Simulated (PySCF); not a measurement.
# How methods differ on the excitation energy of Hg⁺

Hg⁺ [Xe] 4f14 5d10 6s1 (2S) → Hg⁺ [Xe] 4f14 5d10 6p1 (2P), as a difference of total energies. Calculation: PySCF 2.14, in aug-cc-pwCVTZ-PP with ECP60MDF (8s8p7d4f3g, 122 functions); a scalar-relativistic core potential. Correlated levels: valence: 5s2 5p6 frozen; valence and next inner shell: nothing frozen outside the core potential. The calculations carry no spin-orbit coupling.

```csv
method,excitation energy (eV)
UHF,6.587
LDA,7.418
PBE,7.218
PBE0,7.143
r2SCAN,7.272
wB97M-V,6.991
HSE06,7.132
wB97X-V,7.128
MP2 (valence),7.286
SCS-MP2 (valence),7.215
MP2 (valence and next inner shell),7.406
SCS-MP2 (valence and next inner shell),7.292
```

Q: How much does correlation contribute at MP2 (valence and next inner shell)?

A: 7.406 − (6.587) = 0.819 eV, measured against UHF.

Errors of the correlated levels include the incompleteness of this basis and the frozen core.

For comparison: 7.137 eV (measured; NIST levels, between the centres of gravity of the two terms).
